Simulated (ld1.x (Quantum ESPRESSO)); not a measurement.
# mercury: excitation energies, all-electron against RRKJ

```
Element                 : mercury (Hg)
Generator               : ld1.x (Quantum ESPRESSO) 7.5
Type                    : norm-conserving RRKJ (Kleinman–Bylander form)
Functional              : PBE
Relativity              : scalar-relativistic
Frozen core             : [Xe] 4f14 5d10
Valence charge          : 2
Reference configuration : 6s1.75 6p0 (charge +0.25)
Partial waves           : 6s (bound): rc 2.15 bohr; 6p (bound, empty): rc 2.15 bohr
Local potential         : all-electron potential smoothed inside 1.90 bohr (lloc = -1)
Core correction         : Bessel-smoothed model core inside 1.35 bohr
rho0                    : 0.001
```

Energies are relative to the spin-unpolarised reference configuration 6s1.75 6p0; without spin polarisation the order of configurations can differ from experiment.

Give the all-electron excitation energy and the error of the potential for: 6s2 6p0; 6s1 6p0; 6s1.5 6p0; 6s0 6p1; 6s0 6p2; 6s1 6p1.

| valence configuration | charge | ΔE all-electron (eV) | error AE − PS (meV) |
| --- | --- | --- | --- |
| 6s2 6p0 | 0 | -1.938 | -11 |
| 6s1 6p0 | +1 | 8.749 | -138 |
| 6s1.5 6p0 | +0.5 | 2.418 | -14 |
| 6s0 6p1 | +1 | 16.159 | -309 |
| 6s0 6p2 | 0 | 10.637 | -152 |
| 6s1 6p1 | 0 | 4.101 | -28 |

Levels in the configuration 6s0 6p1:

| level | all-electron (eV) | pseudo (eV) |
| --- | --- | --- |
| 6p | -8.380 | -8.669 |

Note: ghost states, extra bound levels that the all-electron valence spectrum of the same l lacks: s at -36.8 eV, d at -1.61 eV. A true bound ghost makes a file unfit for plane-wave use.
